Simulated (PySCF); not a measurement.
GeH3O4, SMILES [O][Ge]([OH])([OH])[OH], multiplicity 2. Geometry: B3LYP-D3(BJ)/def2-SVP. The isomer is the one that the SMILES or the coordinates give; other isomers of the formula were not compared. One conformer was computed; it need not be the lowest.

Computed equilibrium geometry at B3LYP-D3(BJ)/def2-SVP (PySCF confirms it by a frequency run) as a Z-matrix (one conformer of several):
```
Ge
O 1 1.7582
H 2 0.9681 1 111.45
O 1 1.7596 2 106.32 3 -14.10
H 4 0.9671 1 113.18 2 169.29
O 1 1.7678 2 115.99 3 105.70
H 6 0.9679 1 112.66 2 64.76
O 1 1.7935 2 107.07 3 -139.19
```
Charge 0, spin multiplicity 2.
